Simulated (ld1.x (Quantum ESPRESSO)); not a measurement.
# manganese (Mn), PAW: configuration errors across variants

```
Element                 : manganese (Mn)
Generator               : ld1.x (Quantum ESPRESSO) 7.5
Type                    : PAW
Functional              : PBEsol
Relativity              : scalar-relativistic
Frozen core             : [Ar]
Valence charge          : 7
Reference configuration : 3d5 4s2 4p0
Partial waves           : 4s (bound): rcut 2.65, rcutus 3.10 bohr; 4s channel at 2.45 Ry: rcut 2.65, rcutus 3.10 bohr; 4p (bound, empty): rcut 2.70, rcutus 3.40 bohr; 4p channel at 2.35 Ry: rcut 2.70, rcutus 3.40 bohr; 3d (bound): rcut 1.25, rcutus 1.35 bohr; 3d channel at 0.1 Ry: rcut 1.25, rcutus 1.35 bohr
Local potential         : all-electron potential smoothed inside 1.65 bohr (lloc = -2)
Core correction         : Bessel-smoothed model core inside 0.95 bohr
Augmentation charge     : BESSEL, radius 1.10 bohr
```

All-electron excitation energies from the reference (eV): (1) 3d5 4s1 4p0 8.432; (2) 3d5 4s0 4p0 23.944; (3) 3d4 4s0 4p0 56.424; (4) 3d6 4s0 4p0 6.774; (5) 3d5 4s0 4p1 13.191; (6) 3d5 4s0 4p2 7.961; (7) 3d3 4s0 4p0 107.145.

Errors AE − PS in meV (a dash: test not solved or not reliable):

```tsv
change	(1)	(2)	(3)	(4)	(5)	(6)	(7)	bound ghosts
base	+23	+107	-354	+72	+37	+15	-2017	none
all radii but the core radius scaled by about 0.75 (s 2.34, p 2.56, d 1.02 bohr, rcut 2.00/2.04/0.94); local potential all-electron potential smoothed inside 1.24 bohr (lloc = -2); augmentation BESSEL, radius 0.82 bohr	+9.7	+64	-315	-25	+20	+9.5	-1903	none
all radii but the core radius scaled by about 0.82 (s 2.54, p 2.80, d 1.10 bohr, rcut 2.18/2.22/1.02); local potential all-electron potential smoothed inside 1.36 bohr (lloc = -2); augmentation BESSEL, radius 0.90 bohr	+8.8	+53	-334	-31	+13	+3.5	-1931	none
all radii but the core radius scaled by about 0.92 (s 2.86, p 3.14, d 1.24 bohr, rcut 2.46/2.50/1.16); local potential all-electron potential smoothed inside 1.52 bohr (lloc = -2); augmentation BESSEL, radius 1.02 bohr	+16	+82	-344	+23	+26	+9.5	-1979	none
all radii but the core radius scaled by about 0.97 (s 3.00, p 3.30, d 1.30 bohr, rcut 2.58/2.62/1.22); local potential all-electron potential smoothed inside 1.60 bohr (lloc = -2); augmentation BESSEL, radius 1.06 bohr	+21	+96	-351	+50	+32	+13	-2003	none
all radii but the core radius scaled by about 1.09 (s 3.38, p 3.70, d 1.48 bohr, rcut 2.88/2.94/1.36); local potential all-electron potential smoothed inside 1.80 bohr (lloc = -2); augmentation BESSEL, radius 1.20 bohr	+20	+109	-374	+92	+44	+19	-2052	none
all radii but the core radius scaled by about 1.21 (s 3.74, p 4.10, d 1.62 bohr, rcut 3.20/3.26/1.50); local potential all-electron potential smoothed inside 2.00 bohr (lloc = -2); augmentation BESSEL, radius 1.32 bohr	+22	+101	-404	+115	+55	+28	-2096	none
all radii but the core radius scaled by about 1.29 (s 3.98, p 4.38, d 1.74 bohr, rcut 3.40/3.48/1.60); local potential all-electron potential smoothed inside 2.12 bohr (lloc = -2); augmentation BESSEL, radius 1.42 bohr	+18	+63	-416	+60	+46	+24	-2109	none
all radii but the core radius scaled by about 1.40 (s 4.34, p 4.76, d 1.90 bohr, rcut 3.72/3.78/1.76); local potential all-electron potential smoothed inside 2.32 bohr (lloc = -2); augmentation BESSEL, radius 1.54 bohr	+17	+33	-419	+10	+39	+24	-2121	none
```

Q: Give the same row for: all radii but the core radius scaled by about 1.14 (s 3.54, p 3.88, d 1.54 bohr, rcut 3.02/3.08/1.42); local potential all-electron potential smoothed inside 1.88 bohr (lloc = -2); augmentation BESSEL, radius 1.26 bohr.

A: +20, +102, -388, +96, +46, +21, -2072; bound ghosts: none.
